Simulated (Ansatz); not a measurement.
Input for Ansatz (a quantum-chemistry and plane-wave program): R-CCSD(T)/cc-pVDZ on C3H5N (SMILES [C-]#[N+]CC).

Ansatz 0.2 input:
```yaml
crystal:
  periodic: [false, false, false]
  atoms:
    - {symbol: C, position_ang: [2.31052358, 1.08461653, 0.41621425]}
    - {symbol: N, position_ang: [1.43579076, 0.34672988, 0.19888274]}
    - {symbol: C, position_ang: [0.34148914, -0.52731527, -0.06412176]}
    - {symbol: C, position_ang: [-0.98905228, 0.21669386, -0.05374470]}
    - {symbol: H, position_ang: [0.51403855, -0.99970499, -1.03292422]}
    - {symbol: H, position_ang: [0.35126755, -1.31486711, 0.69164003]}
    - {symbol: H, position_ang: [-1.80088606, -0.48220318, -0.25808474]}
    - {symbol: H, position_ang: [-1.16332417, 0.67974292, 0.91718905]}
    - {symbol: H, position_ang: [-0.99984708, 0.99630735, -0.81505062]}
basis:
  gaussian:
    orbitals: cc-pVDZ
magnetization: {spin_polarized: false}
correlation: {method: ccsd_t, electrons: outside_noble_gas}
scf: {lower_state_search: off}
```

The log:

```
WARN ansatz: RAYON_NUM_THREADS=2 ignored (pool sized by the plan → 2); use --threads N
Functional definition: HF
these checks for a lower state are left out or cut short: stability, starts, cluster_reference, orbital_swaps, neighbouring_geometries, increment
integrals: 0.07 GiB planned
748 factors; integrals over basis functions are off by at most 1.1e-3 eV
mean field: 0.14 GiB planned
mean field evaluation 1: about -4649.8838 eV, gradient 2.4e1 eV
mean field evaluation 2: about -4649.8863 eV, gradient 2.4e1 eV
mean field evaluation 4: about -4651.6367 eV, gradient 4.1e0 eV
mean field evaluation 8: about -4651.6786 eV, gradient 1.9e-4 eV
mean field -4651.67856829 eV, -170.9460343636 hartree, gradient 1.7e-6 eV, S^2 0.000000; 0 other end points of the search recorded, 0 dependent functions left out
4 core orbitals not correlated
reference -4651.67856829 eV, -170.9460343636 hartree; 11, 11 occupied and 66, 66 virtual orbitals, 748 factors
second order -15.05942690 eV of doubles, -0.00000000 eV of singles
coupled cluster: 0.23 GiB planned
cycle   1  -15.55338936 eV  change   -4.9e-1 eV  update   9.7e-2
cycle   2  -16.01913951 eV  change   -4.7e-1 eV  update   2.9e-2
cycle   3  -16.13721645 eV  change   -1.2e-1 eV  update   1.4e-2
cycle   4  -16.13482393 eV  change    2.4e-3 eV  update   3.4e-3
cycle   5  -16.13699572 eV  change   -2.2e-3 eV  update   1.2e-3
cycle   6  -16.13692378 eV  change    7.2e-5 eV  update   3.2e-4
cycle   7  -16.13682514 eV  change    9.9e-5 eV  update   9.9e-5
cycle   8  -16.13682367 eV  change    1.5e-6 eV  update   3.6e-5
cycle   9  -16.13680361 eV  change    2.0e-5 eV  update   1.0e-5
perturbative correction -0.56663189 eV, -0.0208233381 hartree
Total energy: -4668.38200379 eV, -171.5598742963 hartree
Checks for a lower state left out: stability, starts, cluster_reference, orbital_swaps, neighbouring_geometries, increment
```

The run converged.

Cost: around 5 core-seconds (rough).
